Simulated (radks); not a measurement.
Results of a calculation; reference values are marked as such.
All-electron atom: the niobium ion Nb+ in [Kr] 4d4.

Code: a radial shooting solver on a logarithmic mesh with Libxc functionals. Model: scalar-relativistic Kohn-Sham, LDA (Slater exchange, Perdew-Wang correlation), spin-unpolarised, spherical densities, finite nucleus; Fermi nuclear charge, rms radius 4.324 fm.

Energy parts (hartree):
total: -3815.24381
kinetic: 3927.00598
electron-nucleus: -9186.33375
Hartree: 1558.49523
exchange-correlation: -114.41127

Orbitals (lengths in bohr, moments of r in powers of bohr; <r^-3> diverges for s and p1/2):
orbital  occ.  eigenvalue (hartree)   <1/r>  <r^-3>      <r>     <r^2>
1s          2             -690.4388   42.35       -  0.03613  0.001761
2s          2             -96.80161   9.514       -   0.1582   0.02951
2p          6             -86.53057   9.268    2343   0.1378   0.02321
3s          2             -16.32684   3.247       -   0.4441    0.2261
3p          6             -12.96933   3.088   383.8   0.4465    0.2322
3d         10              -7.46100   2.854   50.52   0.4333    0.2265
4s          2              -2.38725   1.176       -    1.158     1.524
4p          6              -1.51178   1.032   52.82    1.303     1.953
4d          4              -0.35084  0.6558   3.022    2.062     5.216

The highest occupied level is 4d at -9.547 eV. The electron density at the nucleus is 8.368e+04 e/bohr^3 (large components only). Summed over all electrons, <r^2> = 39.95 bohr^2, which gives a Langevin (diamagnetic) susceptibility term of -31.6 x 10^-6 cm^3/mol. For comparison, the ionisation energy in NIST's Atomic Spectra Database is 14.320 eV (semi-empirical). In exact Kohn-Sham theory the highest level is minus the ionisation energy, but local and semilocal functionals leave it too shallow, through self-interaction and a potential that decays too fast; potentials with the right tail come closer. The density falls to 0.001 e/bohr^3 at r = 4.09 bohr.

Beside tabulated values, note that spin-unpolarised runs miss the spin-polarisation part of the exchange energy of open shells.
